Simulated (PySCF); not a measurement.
## Radial density of Zn(17+) (zinc, charge +17)

B2PLYP, [Ne] 3s2 3p1, 2P determinant. Calculation: PySCF 2.14, in an uncontracted even-tempered set (17 s from 1.2 bohr⁻², ratio 2.5; 11 p from 1.6 bohr⁻², ratio 2.5; 5 d from 7.8 bohr⁻², ratio 2.7; 4 f from 12 bohr⁻², ratio 2.7); no relativity, point nucleus.

```csv
r (bohr),4πr²ρ (e/bohr),4πr²(ρα − ρβ)
0.000767,0.1313,0.0000
0.00129,0.3599,0.0000
0.00217,0.9659,0.0000
0.00365,2.501,0.0000
0.00614,6.094,0.0001
0.0103,13.42,0.0011
0.0174,24.95,0.0080
0.0292,35.22,0.0460
0.0491,33.60,0.2031
0.0826,28.22,0.5805
0.139,39.00,0.6892
0.234,28.92,-0.0053
0.393,8.494,1.4460
0.661,5.367,1.6810
1.11,0.2665,0.0877
1.87,0.0004487,0.0002
```

Problem. Where is the radial spin density 4πr²(ρα − ρβ) most negative, and why is it negative at all?

Solution. Around r = 0.234 bohr, down to -0.0053 e/bohr: exchange with the open shell polarises the paired shells in an unrestricted calculation.
